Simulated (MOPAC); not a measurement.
Input for MOPAC: AM1 on H2OTe (SMILES O[TeH]), a point of a torsion scan.

```
AM1 1SCF PRECISE CHARGE=0 THREADS=1
H2OTe

O     -1.03158913 1     0.15065210 1     0.32350951 1
Te     0.77458377 1     0.86016503 1    -0.18748881 1
H     -1.32162220 1    -0.48973855 1    -0.32353548 1
H      1.23421530 1    -0.53597878 1    -0.93098138 1
```

It printed:

```
*******************************************************************************
 **                                                                           **
 **                              MOPAC v23.2.5                                **
 **                                                                           **
 *******************************************************************************
 ** MOPAC's Digital Object Identifier: https://doi.org/10.5281/zenodo.6511958 **
 **                                                                           **
 ** Please cite the open-source release paper for use of this MOPAC version:  **
 ** J. E. Moussa and J. J. P. Stewart (2026)                                  **
 ** MOPAC: An open-source semiempirical molecular orbital program             **
 ** J. Open Source Softw., 11(119), 8025, https://doi.org/10.21105/joss.08025 **
 *******************************************************************************

                              AM1 CALCULATION RESULTS

 *******************************************************************************
 *  AM1        - The AM1 Hamiltonian to be used
 *
 *
 *
 *                 CHARGE ON SYSTEM = 0
 *
 *
 *
 *  PRECISE    - TIGHTER CRITERIA TO BE USED
 *  1SCF       - DO 1 SCF AND THEN STOP
 *  THREADS=1  - MULTI-THREADING NOT USED
 *  T=         - A TIME OF 172800.0 SECONDS REQUESTED
 *  DUMP=N     - RESTART FILE WRITTEN EVERY 7200.0 SECONDS REQUESTED
 *******************************************************************************
AM1 1SCF PRECISE CHARGE=0 THREADS=1
 H2OTe

   ATOM   CHEMICAL          X               Y               Z
  NUMBER   SYMBOL      (ANGSTROMS)     (ANGSTROMS)     (ANGSTROMS)

     1       O         -1.03158913  *   0.15065210  *   0.32350951  *
     2      Te          0.77458377  *   0.86016503  *  -0.18748881  *
     3       H         -1.32162220  *  -0.48973855  *  -0.32353548  *
     4       H          1.23421530  *  -0.53597878  *  -0.93098138  *



          CARTESIAN COORDINATES

    NO.       ATOM           X           Y           Z

     1         O         -1.0316      0.1507      0.3235
     2        Te          0.7746      0.8602     -0.1875
     3         H         -1.3216     -0.4897     -0.3235
     4         H          1.2342     -0.5360     -0.9310

  H: (AM1): M.J.S. DEWAR ET AL, J. AM. CHEM. SOC. 107 3902-3909 (1985)
  O: (AM1): M.J.S. DEWAR ET AL, J. AM. CHEM. SOC. 107 3902-3909 (1985)
 Te: (AM1): J. J. P. STEWART, J. MOL. MOD., 10, 155-164 (2004)

           Empirical Formula: H2 O Te  =     4 atoms



      MOLECULAR POINT GROUP   :   C1


      RHF CALCULATION, NO. OF DOUBLY OCCUPIED LEVELS = 7


 -------------------------------------------------------------------------------
 AM1 1SCF PRECISE CHARGE=0 THREADS=1
 H2OTe



     1SCF WAS SPECIFIED, SO BFGS WAS NOT USED
     SCF FIELD WAS ACHIEVED


                              AM1 CALCULATION
                                                       MOPAC v23.2.5 Linux




          FINAL HEAT OF FORMATION =        -28.36998 KCAL/MOL =    -118.69998 KJ/MOL


          COSMO AREA              =         86.60 SQUARE ANGSTROMS
          COSMO VOLUME            =         71.98 CUBIC ANGSTROMS

          IONIZATION POTENTIAL    =          7.029563 EV
          HOMO LUMO ENERGIES (EV) =         -7.030 -0.294
          NO. OF FILLED LEVELS    =          7
          MOLECULAR WEIGHT        =        145.6152         POINT GROUP:  C1

          MOLECULAR DIMENSIONS (Angstroms)

            Atom       Atom       Distance
            H     4    O     1     2.67938
            H     3   Te     2     2.09213
            H     4   Te     2     0.26634


          SCF CALCULATIONS        =          1





   ATOM   CHEMICAL          X               Y               Z
  NUMBER   SYMBOL      (ANGSTROMS)     (ANGSTROMS)     (ANGSTROMS)

     1       O         -1.03158913  *   0.15065210  *   0.32350951  *
     2      Te          0.77458377  *   0.86016503  *  -0.18748881  *
     3       H         -1.32162220  *  -0.48973855  *  -0.32353548  *
     4       H          1.23421530  *  -0.53597878  *  -0.93098138  *

                             CARTESIAN COORDINATES

   1    O       -1.031589130     0.150652100     0.323509510
   2   Te        0.774583770     0.860165030    -0.187488810
   3    H       -1.321622200    -0.489738550    -0.323535480
   4    H        1.234215300    -0.535978780    -0.930981380


           Empirical Formula: H2 O Te  =     4 atoms



      MOLECULAR POINT GROUP   :   C1


                  EIGENVALUES
 -35.79875 -23.44783 -16.97282 -12.93607 -12.46363 -10.76916  -7.02956  -0.29415
   0.29595   5.64354


              NET ATOMIC CHARGES AND DIPOLE CONTRIBUTIONS

  ATOM NO.   TYPE          CHARGE      No. of ELECS.   s-Pop       p-Pop
    1          O          -0.480718        6.4807     1.88827     4.59244
    2         Te           0.395898        5.6041     1.93336     3.67075
    3          H           0.194983        0.8050     0.80502
    4          H          -0.110163        1.1102     1.11016
 DIPOLE           X         Y         Z       TOTAL
 POINT-CHG.     1.964     1.113    -0.914     2.435
 HYBRID        -0.691    -2.054    -0.838     2.323
 SUM            1.273    -0.941    -1.751     2.361


          ATOMIC ORBITAL ELECTRON POPULATIONS

     Atom    s        px        py        pz
    1  O   1.88827   1.43081   1.63716   1.52448
    2 Te   1.93336   0.86805   1.08566   1.71704
    3  H   0.80502
    4  H   1.11016

 **********************
 *                    *
 * JOB ENDED NORMALLY *
 *                    *
 **********************




 == MOPAC DONE ==
```

The run finished.

Cost: roughly 0.03 core-seconds.
